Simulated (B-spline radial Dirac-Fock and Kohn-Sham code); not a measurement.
## Two-hole binding energies of Sn²⁺

System: the Sn²⁺ ion in the configuration 1s2 2s2 2p6 3s2 3p6 3d10 4s2 4p6 4d10 5s2, inside a Watson sphere of charge -2 and radius 3 Å (a model of the Madelung potential; inside it an electron's potential energy is raised by 9.6 eV).

Model: relaxed Dirac-Fock hole states (ΔSCF) with Breit and QED corrections and a finite nucleus. Program: a B-spline atomic structure program. U is the two-hole binding energy less the two single-hole energies, the effective repulsion of the holes after relaxation. Each two-hole energy is an average over J within one jj subconfiguration.

```csv
holes,E(a) (eV),E(b) (eV),E(ab) (eV),U (eV)
1s⁻²,29217.2,29217.2,59237.2,802.7
1s⁻¹ 2p3/2⁻¹,29217.2,3947.6,33372.5,207.7
1s⁻¹ 3p1/2⁻¹,29217.2,777.4,30061.7,67.0
1s⁻¹ 3d5/2⁻¹,29217.2,502.7,29777.5,57.5
2p1/2⁻²,4175.1,4175.1,8512.6,162.4
2p3/2⁻²,3947.6,3947.6,8040.5,145.4
2p1/2⁻¹ 3s⁻¹,4175.1,905.3,?,?
2p1/2⁻¹ 3p3/2⁻¹,4175.1,734.9,4966.3,56.3
2p3/2⁻¹ 3d5/2⁻¹,3947.6,502.7,4507.7,57.5
3p1/2⁻¹ 3p3/2⁻¹,777.4,734.9,1554.1,41.8
3p3/2⁻²,734.9,734.9,1512.1,42.4
3d5/2⁻²,502.7,502.7,1052.0,46.6
4d3/2⁻²,41.41,41.41,100.5,17.7
4d5/2⁻²,40.39,40.39,98.42,17.6
```

Q: Give the missing two-hole energy and U.

A: E(ab) = 5135.0 eV and U = 54.6 eV.

Values without a named source are computed, but for edge energies of neutral atoms, which are taken from tables.
